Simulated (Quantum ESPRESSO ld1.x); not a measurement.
Q: Species: the mercury ion Hg25+. Configuration: [Kr] 4d10 4f9. All-electron calculation, Dirac Kohn-Sham, PBE, spin-unpolarised, spherical densities, point nucleus; open shells are shared between the two j in proportion to 2j + 1. Program: ld1.x of Quantum ESPRESSO 7.5. Some entries of the table are withheld. Estimate them.

orbital,occ.,eigenvalue (hartree),r(max) (bohr)
1s1/2,2,-3079.79,0.010
2s1/2,2,-568.097,0.059
2p1/2,2,-546.105,0.044
2p3/2,4,-474.493,0.051
3s1/2,2,(1),0.167
3p1/2,2,-145.763,(2)
3p3/2,4,-129.845,(3)
3d3/2,4,(4),0.134
3d5/2,6,(5),0.137
4s1/2,2,-54.1906,0.372
4p1/2,2,-49.9318,0.369
4p3/2,4,-45.8211,0.399
4d3/2,4,(6),0.387
4d5/2,6,(7),0.396
4f5/2,3.85714,(8),0.343
4f7/2,5.14286,(9),0.346

A: 
(1) 3s1/2 eigenvalue (hartree): -155.627
(2) 3p1/2 r(max) (bohr): 0.155
(3) 3p3/2 r(max) (bohr): 0.171
(4) 3d3/2 eigenvalue (hartree): -113.584
(5) 3d5/2 eigenvalue (hartree): -110.172
(6) 4d3/2 eigenvalue (hartree): -38.8602
(7) 4d5/2 eigenvalue (hartree): -38.0565
(8) 4f5/2 eigenvalue (hartree): -29.1350
(9) 4f7/2 eigenvalue (hartree): -28.9362
